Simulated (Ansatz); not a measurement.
One change: `CBC(O)(F)F` becomes `O[SiH2]C(O)(F)F`.

Ansatz, PBE0-D4/def2-TZVP geometries, multiplicity 1. Each molecule was computed in one conformer, which needn't be the lowest.

```
                                          property  `CBC(O)(F)F`
               LUMO energy (B3LYP/def2-TZVPP) / eV         -2.00
             HOMO energy (ωB97M-V/def2-TZVPP) / eV        -11.18
size of the dipole moment (ωB97M-V/def2-TZVPP) / D          2.90
               HOMO energy (B3LYP/def2-TZVPP) / eV         -8.61
                HOMO energy (PBE0/def2-TZVPP) / eV         -8.80
                 HOMO energy (PBE/def2-TZVPP) / eV         -7.20
```

Give the same properties after the change, and the shifts. (Estimate.)

The calculation gave: 
| property | `O[SiH2]C(O)(F)F` | shift |
| --- | --- | --- |
| LUMO energy (B3LYP/def2-TZVPP) / eV | -0.30 | 1.70 |
| HOMO energy (ωB97M-V/def2-TZVPP) / eV | -11.20 | -0.02 |
| size of the dipole moment (ωB97M-V/def2-TZVPP) / D | 0.85 | -2.05 |
| HOMO energy (B3LYP/def2-TZVPP) / eV | -8.69 | -0.08 |
| HOMO energy (PBE0/def2-TZVPP) / eV | -8.88 | -0.08 |
| HOMO energy (PBE/def2-TZVPP) / eV | -7.32 | -0.12 |

With PBE0 the HOMO falls by 0.08 eV and the LUMO rises by 1.74 eV, so the gap widens by about 1.82 eV. PBE moves the HOMO by -0.12 eV and ωB97M-V by -0.02 eV. Dipoles are sizes alone; their direction can turn.

B3LYP here is the variant with VWN-RPA as its local correlation; programs differ in this.
